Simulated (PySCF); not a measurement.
A run for PySCF: D3(BJ) and D4 dispersion corrections on CH5ClSi (SMILES C[SiH2]Cl).

```python
from pyscf import gto
from pyscf.dispersion import dftd3, dftd4

mol = gto.M(
    atom='''
    Si    0.80663500    0.28626202    0.01867064
    C    -0.99474169   -0.18364010    0.03978629
    Cl    1.93039443   -1.30553998   -0.69373731
    H     1.05682994    1.43494677   -0.87714970
    H     1.30125634    0.59916894    1.37587616
    H    -1.16276376   -1.04606091    0.68649258
    H    -1.59580941    0.64894871    0.41384726
    H    -1.34180084   -0.43388546   -0.96378592
    ''',
    basis='def2-svp',
    charge=0, spin=0, verbose=0, max_memory=1800)
d3, d4 = {}, {}
for xc in ['hf', 'pbe', 'blyp', 'revpbe', 'tpss', 'r2scan', 'b3lyp', 'pbe0', 'bhlyp', 'camb3lyp', 'b2plyp']:
    d3[xc] = float(dftd3.DFTD3Dispersion(mol, xc=xc, version='d3bj', atm=False).get_dispersion()['energy'])
    print(f'D3(BJ) {xc:10s} {d3[xc]:14.8f} Eh')
for xc in ['hf', 'pbe', 'blyp', 'revpbe', 'tpss', 'r2scan', 'b3lyp', 'pbe0', 'bhlyp', 'camb3lyp', 'b2plyp']:
    d4[xc] = float(dftd4.DFTD4Dispersion(mol, xc={'camb3lyp': 'cam-b3lyp'}.get(xc, xc), atm=True).get_dispersion()['energy'])
    print(f'D4     {xc:10s} {d4[xc]:14.8f} Eh')
```

The log:

```
D3(BJ) hf            -0.04743739 Eh
D3(BJ) pbe           -0.00575556 Eh
D3(BJ) blyp          -0.01267921 Eh
D3(BJ) revpbe        -0.01427679 Eh
D3(BJ) tpss          -0.00736605 Eh
D3(BJ) r2scan        -0.00156734 Eh
D3(BJ) b3lyp         -0.01044258 Eh
D3(BJ) pbe0          -0.00507500 Eh
D3(BJ) bhlyp         -0.00853108 Eh
D3(BJ) camb3lyp      -0.00474327 Eh
D3(BJ) b2plyp        -0.00503590 Eh
D4     hf            -0.01902568 Eh
D4     pbe           -0.00538408 Eh
D4     blyp          -0.01190443 Eh
D4     revpbe        -0.01618079 Eh
D4     tpss          -0.00726826 Eh
D4     r2scan        -0.00126014 Eh
D4     b3lyp         -0.00874502 Eh
D4     pbe0          -0.00452543 Eh
D4     bhlyp         -0.00680613 Eh
D4     camb3lyp      -0.00459417 Eh
D4     b2plyp        -0.00373772 Eh
```

The run finished.

Cost: roughly 0.020 core-seconds.
